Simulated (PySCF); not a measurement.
CH3ISTe. Atoms are numbered in the order given.

```xyz
7

Te     0.3199    -0.7999     0.7857
I     -1.2212     1.3108    -0.1561
S      2.1714    -0.7814    -0.7368
C      1.5189    -1.6535    -2.2098
H      1.1882    -2.6697    -1.9578
H      2.3540    -1.7030    -2.9252
H      0.6928    -1.0824    -2.6553
```
Charge 0, spin multiplicity 1.

Coordinates come from a B3LYP-D3(BJ)/def2-SVP optimisation. The structure was generated by enumeration, and PubChem lists no compound with its InChIKey, so it may never have been made. The def2 effective core potentials stand for the cores of I, Te; spin–orbit coupling is left out. One conformer was computed; it need not be the lowest.

Calculation: PBE0/def2-TZVP run with PySCF.

ESP charges are fitted to the potential on shells at 1.4 to 2.0 van der Waals radii. Atomic charges (e):

```tsv
atom	ESP fit	Löwdin	Mulliken
Te1	0.11	0.08	0.18
I2	-0.11	-0.09	-0.16
S3	-0.10	0.21	-0.14
C4	-0.37	-0.54	-0.35
H5	0.14	0.11	0.15
H6	0.20	0.12	0.15
H7	0.13	0.11	0.16
```

Computed Mayer and Wiberg (Löwdin basis) orders of the bonds:
```tsv
bond	Mayer	Wiberg
Te1–I2	1.03	1.48
Te1–S3	1.23	1.59
S3–C4	1.00	1.50
C4–H5	0.96	0.94
C4–H6	0.94	0.93
C4–H7	0.95	0.94
```
